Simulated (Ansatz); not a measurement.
HfO₃⁻. The state is a doublet with charge -1. Geometry r2SCAN-D4/def2-TZVPD; atoms count from 1.

```xyz
4

Hf    0.5931    0.4527   -0.3597
O    -0.3739    0.3710   -1.8864
O     0.2529   -1.0425    0.9271
O    -0.4720    0.2188    1.3189
```

In the def2 sets Hf takes a core potential; there is no spin–orbit coupling. The structure holds 1 bond(s) between oxygen atoms. No other spin state of charge -1 was run. Another isomer (doublet) lies 0.98 eV lower at PBE0-D4/def2-TZVPD; other spin states weren't run for this one.

(1) Estimate the Mulliken populations from the PBE0/def2-TZVPD orbitals of Ansatz.

(2) Where does the spin sit?

(3) And the Mayer bond orders between bonded heavy atoms (over 0.3)?

Results:

(1) 
```
atom  charge (e)  spin (α − β)  d electrons
 Hf1        0.58          1.22         1.86
  O2       -0.74         -0.12            –
  O3       -0.42         -0.05            –
  O4       -0.42         -0.05            –
```
Mulliken values and Mayer orders depend strongly on the basis. With diffuse functions, as here, like atoms can get unlike values, and bond orders can come out too low or too high.

(2) Summed by element: Hf 1.22, O -0.22, of 1 unpaired in all. Largest on single atoms: Hf1 1.22, O2 -0.12, O3 -0.05.

(3) Hf1–O2 1.63 (1.81 Å); Hf1–O3 0.74 (2.00 Å); Hf1–O4 0.74 (2.00 Å); O3–O4 0.69 (1.51 Å).
